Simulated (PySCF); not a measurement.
## Electron correlation in Te²⁺ (tellurium, charge +2)

[Kr] 4d10 5s1 5p3, high-spin 5S determinant (an excited configuration). Computed with PySCF 2.14 in aug-cc-pwCVDZ-PP with ECP28MDF (6s5p4d1f, 48 functions), with a scalar-relativistic core potential. Frozen: 4s2 4p6 4d10; 4 electrons correlated.

```csv
level,correlation energy (mhartree)
CCSD,-18.20
(T),-0.07
CCSD(T),-18.27
```

Diagnostics: T1 = 0.0012, D1 = 0.0027, largest double amplitude 0.038.

Cost of the coupled-cluster step: roughly 0.21 core-seconds, for 4 correlated electrons.
